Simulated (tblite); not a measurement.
Compound: C4H9FS2Si.
Structure used (GFN2-xTB), in Å, numbered top down from 1:
```xyz
17
C4H9FS2Si angstrom
C      2.8697   -0.4098    0.1207
C      1.6557   -0.7647   -0.7328
Si     0.2378    0.4529   -0.4604
F      0.7901    1.9263   -0.8493
S     -0.5228    0.4825    1.5420
C     -2.2577    0.7376    1.0269
C     -2.6178   -0.1704   -0.1259
S     -1.5640    0.1538   -1.5850
H      3.2203    0.5910   -0.1166
H      3.6809   -1.1110   -0.0618
H      2.6173   -0.4403    1.1779
H      1.3428   -1.7856   -0.5131
H      1.9349   -0.7405   -1.7863
H     -2.3771    1.7864    0.7550
H     -2.8723    0.5160    1.8986
H     -3.6431    0.0069   -0.4484
H     -2.5016   -1.2190    0.1485
```

All values are computed: GFN2-xTB (tblite) harmonic vibrations without scaling, gas phase. The method is semi-empirical: single wavenumbers can be off by several per cent or more. One conformer, not necessarily the lowest.

Harmonic wavenumbers (cm⁻¹): 35.8, 55.6, 84.8, 145.2, 168.8, 191.0, 226.6, 236.2, 256.0, 324.7, 411.5, 462.5, 550.1, 665.0, 689.4, 721.0, 750.0, 797.7, 853.9, 937.0, 987.1, 1023.3, 1035.7, 1074.4, 1084.6, 1138.5, 1229.2, 1233.5, 1257.8, 1286.8, 1420.0, 1434.6, 1444.8, 1463.1, 1503.6, 1506.3, 2980.2, 2983.6, 2991.6, 2995.6, 3001.2, 3004.5, 3030.7, 3039.5, 3049.4.

A = 1752, B = 968.4, C = 796.3 MHz; mass 167.990 u (most abundant isotopes); point group C1, symmetry number 1.

What is the zero-point energy?

Half the sum of the wavenumbers: 27881 cm⁻¹ = 333.53 kJ/mol.

What is S at 350 K and 1 bar for an ideal gas of classical rigid rotors and harmonic oscillators?

Translation 176.09, rotation 126.91, vibration 158.23: S = 461.2 J/(mol K).

And Cp and H(350 K) − H(0)?

Cp = 179.68 J/(mol K), of which vibrations give 146.42 (their classical limit is 45 R = 374.2); H(350 K) − H(0) = 39.31 kJ/mol without the zero-point energy, 27.67 from vibrations.

Which modes carry the vibrational entropy at 350 K?

35.8 cm⁻¹: 24.25; 55.6 cm⁻¹: 20.60; 84.8 cm⁻¹: 17.12; 145.2 cm⁻¹: 12.73; 168.8 cm⁻¹: 11.52; 191.0 cm⁻¹: 10.54 J/(mol K); the other 39 give 61.48 together.

What must be added to the electronic energy to get the Gibbs energy at 350 K and 1 bar?

ZPE + [H(350 K) − H(0)] − T·S = 333.53 + 39.31 − 161.43 = 211.41 kJ/mol.

Hindered rotation and anharmonicity are outside this model. Other conformers, if any are populated, would add a mixing term that is left out. The structure is chiral; the term R ln 2 for an equal mix with its mirror image is left out.

On Intel Xeon at 2.70 GHz, one thread, shared host, this took 1.9 s wall. This covers the Hessian and the dipole derivatives.
